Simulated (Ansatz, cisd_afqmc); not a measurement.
Species: Cl, charge 0, doublet.

Total energies in def2-QZVPPD, 7 correlated electrons, 5 frozen orbitals. UHF or UKS for unpaired electrons; spin-orbit terms are left out. Correlated methods leave the cores frozen. No relativity. AFQMC/CISD: phaseless, guided by CISD from CCSD amplitudes; bars are statistical, one sigma. Outlying blocks are dropped, and bars are widened where a walk drifts. Over all cases where full CI ran beside it in this data, AFQMC minus full CI had a median of +0.1 mEh and passed +0.4 mEh in a tenth of the cases.

| method | program | energy (Eh) | minus CCSDT(Q) (mEh) |
|---|---|---|---|
| HF | Ansatz | -459.48956 | 206.90 |
| MP2 | Ansatz | -459.66570 | 30.77 |
| CCSD | Ansatz | -459.68813 | 8.33 |
| CCSD(T) | Ansatz | -459.69548 | 0.98 |
| CCSDT(Q) | Ansatz | -459.69646 | 0.00 |
| AFQMC/CISD | cisd_afqmc | -459.6957 ± 0.0002 | 0.8 ± 0.2 |

Ansatz is an electronic-structure program.
